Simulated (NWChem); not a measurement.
System: SiH$_{2}$SeCl$_{2}$; SMILES Cl[SiH](Cl)[SeH]

The following NWChem deck was run.

```
start job
memory heap 200 mb stack 900 mb global 1100 mb
geometry units angstroms noautosym nocenter noautoz
  Si     0.017892     0.528978     0.499589
  Cl    -1.759204     1.354468    -0.151548
  Cl     1.615693     1.624194    -0.230568
  Se     0.021754    -1.632506    -0.235588
  H      0.075868     0.644524     1.969363
  H      1.343871    -1.902966     0.378709
end
basis spherical
  * library sto-3g
end
dft
  xc hfexch
  iterations 150
end
property
  shielding
end
task dft property
```

Excerpt of the output:

```
             Northwest Computational Chemistry Package (NWChem) 7.3.0
             --------------------------------------------------------

                             Geometry "geometry" -> ""
                             -------------------------

 Output coordinates in angstroms (scale by  1.889725989 to convert to a.u.)

  No.       Tag          Charge          X              Y              Z
 ---- ---------------- ---------- -------------- -------------- --------------
    1 Si                  14.0000     0.01789200     0.52897800     0.49958900
    2 Cl                  17.0000    -1.75920400     1.35446800    -0.15154800
    3 Cl                  17.0000     1.61569300     1.62419400    -0.23056800
    4 Se                  34.0000     0.02175400    -1.63250600    -0.23558800
    5 H                    1.0000     0.07586800     0.64452400     1.96936300
    6 H                    1.0000     1.34387100    -1.90296600     0.37870900

 Effective nuclear repulsion energy (a.u.)     486.0162897680

  xc_inp: hfexch multiplicative factor not found.
                              NWChem Property Module
                              ----------------------

  itol2e modified to match energy
  convergence criterion.

                                 NWChem DFT Module
                                 -----------------

 Summary of "ao basis" -> "ao basis" (spherical)
 ------------------------------------------------------------------------------
       Tag                 Description            Shells   Functions and Types
 ---------------- ------------------------------  ------  ---------------------
 Si                          sto-3g                  5        9   3s2p
 Cl                          sto-3g                  5        9   3s2p
 Se                          sto-3g                  8       18   4s3p1d
 H                           sto-3g                  1        1   1s

  itol2e modified to match energy
  convergence criterion.

            General Information
            -------------------
          SCF calculation type: DFT
          Wavefunction type:  closed shell.
          No. of atoms     :     6
          No. of electrons :    84
           Alpha electrons :    42
            Beta electrons :    42
          Charge           :     0
          Spin multiplicity:     1
          Use of symmetry is: off; symmetry adaption is: off
          Maximum number of iterations: 150
          AO basis - number of functions:    47
                     number of shells:    25
          Convergence on energy requested:  1.00D-07
          Convergence on density requested:  1.00D-05
          Convergence on gradient requested:  5.00D-04

              XC Information
              --------------
                     Hartree-Fock (Exact) Exchange  1.000

      Superposition of Atomic Density Guess
      -------------------------------------

 Sum of atomic energies:       -3568.99814901

      Non-variational initial energy
      ------------------------------

 Total energy =   -3568.981947
 1-e energy   =   -5958.216890
 2-e energy   =    1903.218653
 HOMO         =      -0.159790
 LUMO         =       0.242426

   convergence    iter        energy       DeltaE   RMS-Dens  Diis-err
 ---------------- ----- ----------------- --------- --------- ---------
 d= 0,ls=0.0,diis     1  -3569.5014567708 -4.06D+03  2.62D-02  4.18D-01
 d= 0,ls=0.0,diis     2  -3569.6115376959 -1.10D-01  4.64D-03  2.37D-02
 d= 0,ls=0.0,diis     3  -3569.6164261340 -4.89D-03  1.25D-03  4.62D-04
 d= 0,ls=0.0,diis     4  -3569.6166450520 -2.19D-04  2.06D-04  9.59D-06
 d= 0,ls=0.0,diis     5  -3569.6166499694 -4.92D-06  2.79D-05  1.65D-07
 d= 0,ls=0.0,diis     6  -3569.6166500635 -9.41D-08  8.64D-06  1.08D-08

         Total DFT energy =    -3569.616650063451
      One electron energy =    -5952.877407773338
           Coulomb energy =     2060.212600735847
    Exchange-Corr. energy =     -162.968132793921
 Nuclear repulsion energy =      486.016289767961

 Numeric. integr. density =        0.000000000000

                       DFT Final Molecular Orbital Analysis
                       ------------------------------------

[...]

          -----------------------------------------
          Chemical Shielding Tensors (GIAO, in ppm)
          -----------------------------------------

                                NWChem CPHF Module
                                ------------------

  scftype          =     RHF
  nclosed          =       42
  nopen            =        0
  variables        =      210
  # of vectors     =        3
  tolerance        = 0.10D-03
  level shift      = 0.00D+00
  max iterations   =       50
  max subspace     =       30

 SCF residual:    3.9723366223105192E-005

Iterative solution of linear equations
  No. of variables      210
  No. of equations        3
  Maximum subspace       30
        Iterations       50
       Convergence  1.0D-04

   iter   nsub   residual    time
   ----  ------  --------  ---------
     1      3    9.98D-01       3.8
     2      6    8.45D-02       4.3
     3      9    1.88D-02       4.7
     4     12    2.63D-03       5.2
     5     15    4.21D-04       5.6
     6     18    7.78D-05       6.1

      Atom:    1  Si
        Diamagnetic
    870.9230      0.0041     -0.0225
      0.0041    870.3828     -0.5955
     -0.0225     -0.5955    860.3891

        Paramagnetic
   -312.7318     -6.7994    -23.2163
     -6.7994   -296.0542     -8.6185
    -23.2163     -8.6185   -366.7450

        Total Shielding Tensor
    558.1912     -6.7953    -23.2388
     -6.7953    574.3286     -9.2140
    -23.2388     -9.2140    493.6441

           isotropic =     542.0546
          anisotropy =      52.1445

          Principal Components and Axis System
                 1           2           3
              576.8176    564.5172    484.8290

      1        -0.3285      0.8922      0.3099
      2         0.9444      0.3059      0.1206
      3        -0.0128     -0.3323      0.9431

      Atom:    2  Cl
        Diamagnetic
   1135.5307     -4.9752      2.9892
     -4.9752   1127.9202     -1.3487
      2.9892     -1.3487   1124.9167

        Paramagnetic
      9.3672     68.6857    -59.6652
     68.6857    109.1601      5.7918
    -59.6652      5.7918     75.5655

        Total Shielding Tensor
   1144.8978     63.7105    -56.6760
     63.7105   1237.0804      4.4431
    -56.6760      4.4431   1200.4822

           isotropic =    1194.1535
          anisotropy =     125.0446

          Principal Components and Axis System
                 1           2           3
             1277.5165   1217.5360   1087.4078

      1         0.5210     -0.2127      0.8266
      2         0.7837      0.5028     -0.3646
      3        -0.3381      0.8378      0.4287

      Atom:    3  Cl
        Diamagnetic
   1133.5878      5.6784     -3.0268
      5.6784   1129.5343     -2.1036
     -3.0268     -2.1036   1125.2575

        Paramagnetic
     30.4778    -74.7712     54.0967
    -74.7712     80.2411     16.9871
     54.0967     16.9871     67.3204

        Total Shielding Tensor
   1164.0656    -69.0928     51.0699
    -69.0928   1209.7755     14.8835
     51.0699     14.8835   1192.5780

           isotropic =    1188.8064
          anisotropy =     114.8356

          Principal Components and Axis System
                 1           2           3
             1265.3634   1211.6895   1089.3661

      1        -0.6363      0.1678      0.7530
      2         0.7102      0.5085      0.4868
      3        -0.3012      0.8445     -0.4428

      Atom:    4  Se
        Diamagnetic
   2973.4766     -2.2141      2.7191
     -2.2141   2981.6017      3.0344
      2.7191      3.0344   2968.5156

        Paramagnetic
    -80.5282   -143.0770     -8.1313
   -143.0770   -228.3868    -91.0683
     -8.1313    -91.0683   -240.2931

        Total Shielding Tensor
   2892.9484   -145.2911     -5.4122
   -145.2911   2753.2149    -88.0339
     -5.4122    -88.0339   2728.2225

           isotropic =    2791.4619
          anisotropy =     300.1887

          Principal Components and Axis System
                 1           2           3
             2991.5877   2773.4464   2609.3516

      1         0.8124     -0.4370      0.3861
      2        -0.5579     -0.3896      0.7328
      3         0.1698      0.8107      0.5603

      Atom:    5  H
        Diamagnetic
     25.5171      0.0089      0.6053
      0.0089     25.6101      1.2695
      0.6053      1.2695     41.0002

        Paramagnetic
      0.3164      0.1829     -0.4523
      0.1829      0.1038     -0.3473
     -0.4523     -0.3473     -4.2519

        Total Shielding Tensor
     25.8335      0.1917      0.1530
      0.1917     25.7138      0.9222
      0.1530      0.9222     36.7483

           isotropic =      29.4319
          anisotropy =      11.0933

          Principal Components and Axis System
                 1           2           3
               36.8274     25.9371     25.5311

      1         0.0153      0.8592     -0.5114
      2         0.0829      0.5086      0.8570
      3         0.9964     -0.0555     -0.0635

      Atom:    6  H
        Diamagnetic
     40.9934     -6.4047      8.6034
     -6.4047     28.7717     -1.7450
      8.6034     -1.7450     24.7007

        Paramagnetic
      0.7976      0.3878     -0.5476
      0.3878      2.7284      0.3513
     -0.5476      0.3513      1.8282

        Total Shielding Tensor
     41.7910     -6.0169      8.0558
     -6.0169     31.5001     -1.3937
      8.0558     -1.3937     26.5290

           isotropic =      33.2734
          anisotropy =      21.4347

          Principal Components and Axis System
                 1           2           3
               47.5632     29.3663     22.8906

      1         0.8650      0.2605     -0.4288
      2        -0.3548      0.9219     -0.1556
      3         0.3548      0.2868      0.8899
```

Level: Hartree-Fock/STO-3G, GIAO. STO-3G and 3-21G are far too small for this property and stand as cheap habits. Coordinates come from a B3LYP/6-31G* (spherical d) optimisation. The printed shielding anisotropy is the first printed principal value minus the mean of the other two.
